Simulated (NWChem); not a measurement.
## Correlation energy of HAl

```
Al
H 1 1.6842
```
Charge 0, spin multiplicity 1.

Everything below was run with NWChem. Structure: optimised with PBE/def2-SVP, a minimum by its harmonic frequencies.

Basis set: cc-pVTZ. Each correlation energy counts from its own Hartree-Fock reference.

The correlated methods keep 5 core orbitals frozen. The structure started from a generated list of species. Coupled-cluster values serve here as a point of comparison, not as the truth.

**Question.** For the correlation energy, CCSD+T(CCSD) gives -83.9 mHa and MP2 gives -62.0 mHa. What do SCS-MP2, CCSDT give?

**Answer.** SCS-MP2: -71.6 mHa; CCSDT: -84.3 mHa.
